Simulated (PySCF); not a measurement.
Threshold energies of ZnCl in a plasma

PBE0 in PySCF with def2-TZVPPD on every atom, for the lowest determinant that a PBE0 search found; no spin–orbit coupling.

```
species  state (unpaired electrons)  Re (Å)  ωe (cm⁻¹)  energy of the minimum from the neutral (eV)  De (eV)  dissociates to
   ZnCl               doublet (σ ↑)   2.158        375                                         0.00     2.35         Zn + Cl
  ZnCl⁺      singlet (closed shell)   2.053        467                                         8.87     2.58        Zn⁺ + Cl
  ZnCl⁻      singlet (closed shell)   2.489        181                                        -1.95     0.73        Zn + Cl⁻
```

Task: Work out the lowest energy to break ZnCl into atoms, from its vibrational ground state.

Result: D0 = De − ωe/2 = 2.35 − 0.02 = 2.33 eV (PBE0/def2-TZVPPD).

Task: Work out the ionisation energy of the Zn atom at this level and the threshold of dissociative ionisation.

Result: IE(Zn) = 8.87 + 2.58 − 2.35 = 9.10 eV, so Zn⁺ + Cl + e⁻ appears at D0 + IE(Zn) = 11.43 eV (PBE0/def2-TZVPPD). The measured IE(Zn) is 9.394 eV (NIST ASD).

Task: Work out the electron affinity of the Cl atom and the threshold of dissociative attachment.

Result: EA(Cl) = 2.35 − 0.73 − (-1.95) = 3.57 eV, so Zn + Cl⁻ needs D0 − EA(Cl) = -1.24 eV (negative: it is exothermic at zero electron energy) (PBE0/def2-TZVPPD). The measured EA(Cl) is 3.613 eV.

Task: At which energy does ion-pair formation open?

Result: Zn⁺ + Cl⁻ lies at D0 + IE(Zn) − EA(Cl) = 7.86 eV (PBE0/def2-TZVPPD).

These are thermodynamic thresholds; the onsets seen under electron impact lie higher where the geometry changes, and cross-sections peak well above them.

For an ion De counts to the pair picked by the measured ionisation energies or electron affinities, which need not be the lowest pair at this level. States were picked by a PBE0 search and need not be the measured ground states.
